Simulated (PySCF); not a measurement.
CHCl2, SMILES Cl[CH]Cl, multiplicity 2. Coordinates come from a PBE-D3(BJ)/def2-TZVP optimisation. The isomer is the one that the SMILES or the coordinates give; other isomers of the formula were not compared.

Task: Give the equilibrium geometry at PBE-D3(BJ)/def2-TZVP (PySCF confirms it by a frequency run) as a Z-matrix, and its point group. (The exact figures need the calculation; the answer reports its results.)

Result: point group Cs.
```
C
H 1 1.0876
Cl 1 1.7035 2 117.33
Cl 1 1.7035 2 117.33 3 -153.45
```
Charge 0, spin multiplicity 2.
